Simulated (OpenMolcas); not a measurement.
**What dynamic correlation does to the levels of As II**

* Program: OpenMolcas 26.06
* Basis: ANO-RCC-VQZP [7s6p4d2f1g]
* Scalar Hamiltonian: DKH2, point nucleus
* Active space: 2 electrons in 3 orbitals (4p)
* State averaging: 2S+1 = 3 even, 3 roots; 2S+1 = 1 even, 6 roots
* Spin-orbit coupling: RASSI with atomic mean-field integrals over the reference wave functions, term energies averaged over their components

Methods on the same reference wave functions:
A. CASSCF
B. SS-CASPT2, IPEA 0.25 Eh, imaginary shift 0.1 Eh (closed shells correlated: 3d 4s)

Energies in cm⁻¹ above 4s² 4p² ³P₀, the measured ground level; measured values from NIST Handbook of Basic Atomic Spectroscopic Data.

```csv
Level,A,B,Measured
4s² 4p² ³P₀,0.0,0.0,0.0
4s² 4p² ³P₁,886,927,1063
4s² 4p² ³P₂,2253,2260,2541
4s² 4p² ¹D₂,12470,9850,10096
4s² 4p² ¹S₀,28375,22390,22599
```

Deviations, from unrounded energies. A percentage is the sum of absolute deviations over the sum of measured energies, with the sign that they share, or ± where signs differ.

```tsv
Against measurement	Levels	A	B
mean absolute deviation (cm-1)	4	2200	220
fine structure of the ground term (%)	2	-12.9	-11.7
other terms of the ground configuration (%)	2	+24.9	-1.4
```

B lies closest to measurement on these levels. The largest miss of B in the table is 4s² 4p² ³P₂, by -280 cm-1. The ranking rests on the paired levels alone, and a cruder setting can come out closer through cancelling errors.

From A to B the spin-free energies of the other terms of 4s² 4p² shown, above ³P, scale by factors of 0.75 to 0.77.

The lowest spin-free term lies below A's lowest term by 0.154 hartree in B.

Term energies are means over components that CASPT2 splits; among the terms shown or strongly mixed into the levels shown the widest spread is 90 cm-1 (4s² 4p² ¹D, B). With the s shell closed, the reference lacks s² → p² mixing. Without dynamic correlation excited terms often stand tens of per cent too high (terms of higher spin than the ground term too low), and those without a measured partner can miss by more than the paired ones (holds for A). Computed and measured levels are paired by configuration, term and J; levels that our copy of the source lacks, or whose pairing is in doubt (as where it misses far off the trend of its configuration), stay unpaired and out of the deviations. Levels of configurations outside the active space are missing.
